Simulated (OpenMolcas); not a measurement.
Ta3+ (d2) on a cation site of an ionic host was computed by SS-CASPT2, IPEA 0.25 Eh, sigma2 regulariser 0.3 Eh with the d shell active (OpenMolcas, ANO-RCC-VTZP on the metal). Its lowest spin-free states, and all those of the highest spin:

```json
{"2S+1": "3", "Degeneracy": "3", "E (cm-1)": "0"}
{"2S+1": "1", "Degeneracy": "3", "E (cm-1)": "8090"}
{"2S+1": "1", "Degeneracy": "2", "E (cm-1)": "8200"}
{"2S+1": "1", "Degeneracy": "1", "E (cm-1)": "18060"}
{"2S+1": "3", "Degeneracy": "3", "E (cm-1)": "29570"}
{"2S+1": "3", "Degeneracy": "3", "E (cm-1)": "36210"}
{"2S+1": "1", "Degeneracy": "3", "E (cm-1)": "38480"}
{"2S+1": "1", "Degeneracy": "3", "E (cm-1)": "40960"}
{"2S+1": "3", "Degeneracy": "1", "E (cm-1)": "60600"}
{"2S+1": "1", "Degeneracy": "2", "E (cm-1)": "69410"}
{"2S+1": "1", "Degeneracy": "1", "E (cm-1)": "78700"}
```

Is the site octahedral, tetrahedral or cube-like, axial, or of lower symmetry?

The states with 2S+1 = 3 have orbital degeneracies 3, 3, 3, 1. Threefold states need a cubic site. For d2 at this spin an octahedron puts the threefold T1 below the threefold T2 and a tetrahedron or cube puts the single A2 below the threefold T2, so the site is octahedral. The run had Ta3+ with its 6 nearest fluoride ions at 2.072 Å, on the Cd site of idealised cubic KCdF3 (a = 4.302 Å, distance in the model lattice 2.151 Å). The rest of the host is ab initio model potentials to 7.6 Å, with orthogonalisation functions on the cations behind the ligands, and point charges beyond; the distance is set by hand and nothing relaxes, and no local charge compensation is placed. Ligand basis ANO-RCC-VDZP.

Roots that are degenerate in the reference are averaged as groups; the widest CASPT2 spread within a group is 110 cm-1 (the 3-fold group of multiplicity 1 near 38500 cm-1 above the lowest state of its run). Shifts and gaps below about the spread of the groups concerned are not significant. Over all roots computed the reference weight is 0.74 to 0.75; a low but even weight reflects the number of correlated electrons. An orbital triplet at a regular site is open to Jahn-Teller coupling, which can distort the site and quench the lowest spin-orbit gaps and is left out. The least metal-like active orbital is 82 % on the metal (Löwdin) and no ligand orbital is active, so the numbers are rough. Ligand-to-metal charge-transfer states are missing. With no ligand orbital active B as a rule stays too high, so bands that hang on it stand too high and its fall with covalency is understated. With one d shell and no ligand orbital active, 10Dq can be off by a tenth or more. No measured value stands beside these numbers; the geometry was set by hand and not optimised.
